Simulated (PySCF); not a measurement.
Vertical excitations of a molecule C3H9BClN from TDDFT-B3LYP/def2-SVPD (PySCF), as energy in eV (oscillator strength): 6.21 (0.020), 6.82 (0.309), 7.07 (0.000), 7.13 (0.007), 7.25 (0.003), 7.30 (0.042), 7.81 (0.002), 8.08 (0.004), 8.16 (0.007), 8.20 (0.011). Lowest triplet (TDA): 5.39 eV. The structure is a stationary point at B3LYP-D3(BJ)/def2-SVP. The values are those of a single conformer.

Problem. Pick the molecule that these values belong to.
(A) CB(Cl)N(C)C
(B) CC(C)NBCl
(C) CCN(C)BCl

Solution. A, CB(Cl)N(C)C
